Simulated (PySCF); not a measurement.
H₆PSi₂, multiplicity 2. Atoms are numbered in the order given.

```xyz
9

Si     1.6713    -0.0009     0.4286
P      0.0000     0.0000    -1.1092
Si    -1.6713     0.0009     0.4286
H      1.7612     1.3506     1.0592
H      2.9641    -0.3105    -0.2449
H      1.4259    -1.0087     1.5041
H     -1.4259     1.0087     1.5041
H     -2.9641     0.3105    -0.2449
H     -1.7612    -1.3506     1.0592
```
Charge 0, spin multiplicity 2.

Geometry: B3LYP-D3(BJ)/def2-SVP. The isomer is the one that the SMILES or the coordinates give; other isomers of the formula were not compared.

Calculation: PBE/def2-TZVPD (PySCF).

Mulliken values depend strongly on the basis, most of all with diffuse functions as here. ESP charges are fitted to the potential on shells at 1.4 to 2.0 van der Waals radii. Atomic charges (e):

```json
[
 {"atom": "Si1", "ESP fit": "0.27", "meta-Löwdin": "0.29", "Mulliken spin": "-0.02"},
 {"atom": "P2", "ESP fit": "-0.16", "meta-Löwdin": "-0.19", "Mulliken spin": "0.97"},
 {"atom": "Si3", "ESP fit": "0.27", "meta-Löwdin": "0.29", "Mulliken spin": "-0.02"},
 {"atom": "H4", "ESP fit": "-0.06", "meta-Löwdin": "-0.06", "Mulliken spin": "0.03"},
 {"atom": "H5", "ESP fit": "-0.06", "meta-Löwdin": "-0.06", "Mulliken spin": "0.00"},
 {"atom": "H6", "ESP fit": "-0.07", "meta-Löwdin": "-0.07", "Mulliken spin": "0.01"},
 {"atom": "H7", "ESP fit": "-0.07", "meta-Löwdin": "-0.07", "Mulliken spin": "0.01"},
 {"atom": "H8", "ESP fit": "-0.06", "meta-Löwdin": "-0.06", "Mulliken spin": "0.00"},
 {"atom": "H9", "ESP fit": "-0.06", "meta-Löwdin": "-0.06", "Mulliken spin": "0.03"}
]
```
